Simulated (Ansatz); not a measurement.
Gas-phase electronic energies from Ansatz, PBE0-D4/def2-TZVP geometries. CCSD(T)/CBS adds triple-zeta CCSD(T) − MP2 to the extrapolated MP2 energy (def2 sets, frozen cores). Functionals use def2-TZVPP. HSE06 is defined as in plane-wave codes. For Ga outer-core shells are correlated without core-valence functions, which leaves a few kJ/mol of doubt a bond. Scalar relativity is left out up to krypton. Each species was taken in one conformer, which may not be the lowest.

Reaction (isomerisation): `[CH3][Ga]([NH2])[Cl]` → `[NH2][GaH][CH2]Cl`

```
             level  ΔE (kcal/mol)  difference from CCSD(T)/CBS
       LDA (SPW92)           46.9                         -2.8
            PBE-D4           47.3                         -2.4
           BLYP-D4           47.2                         -2.5
            B97M-V           49.3                         -0.4
          BHLYP-D4           51.1                          1.4
           ωB97M-V           49.3                         -0.4
            B2PLYP           50.1                          0.4
               PBE           47.5                         -2.2
              PBE0           49.4                         -0.3
           r2SCAN0           51.2                          1.5
             HSE06           49.4                         -0.3
         CAM-B3LYP           49.6                         -0.1
    MP2/def2-TZVPP           51.4                          1.7
CCSD(T)/def2-TZVPP           49.8                          0.1
     HF/def2-QZVPP           52.7                          3.0
    CCSD/CBS(def2)           50.2                          0.5
       CCSD(T)/CBS           49.7                            0
```

Largest T1 diagnostic among the species: 0.013.

From BLYP to BHLYP (50 % exact exchange), in def2-TZVPP and without D4, ΔE moves by +3.6 kcal/mol. At CCSD(T), def2-SVP lies +1.0 kcal/mol from the extrapolated value and def2-TZVPP +0.2 kcal/mol. In def2-TZVPP, CCSD(T) changes the Hartree–Fock value by −3.1 kcal/mol (the triples alone add −0.5 kcal/mol) and MP2 by −1.6 kcal/mol.
